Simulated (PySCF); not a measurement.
A run for PySCF: R-HF/3-21G on C2H7Al (SMILES C[CH2][AlH2]), a point of a torsion scan.

```python
from pyscf import gto, scf, dft, mp
from pyscf.data.elements import chemcore

mol = gto.M(
    atom='''
    C    -0.73373182   -0.52146575    0.48047879
    C    -0.74253897    0.67083761   -0.50651448
    Al   -0.72995915    2.34369416    0.59990515
    H    -1.61147679   -1.15115878    0.35454073
    H     0.14923262   -1.14248189    0.34811553
    H    -0.73175905   -0.16869584    1.52033837
    H     0.11378749    0.59310266   -1.18992904
    H    -1.61558330    0.59690899   -1.16907581
    H    -0.73028136    3.79804348    0.06010914
    H    -0.71955454    2.21584006    2.14875674
    ''',
    basis='3-21g',
    charge=0, spin=0, verbose=3, max_memory=1800)
mf = scf.RHF(mol)
mf.conv_tol = 1e-8
mf.max_cycle = 100
mf.kernel()
if not mf.converged:
    mf = mf.newton().run(mf.mo_coeff, mf.mo_occ)
```

The log:

```
converged SCF energy = -319.93009032228
```

The run converged.

Cost: about 0.4 core-seconds (a rough figure).
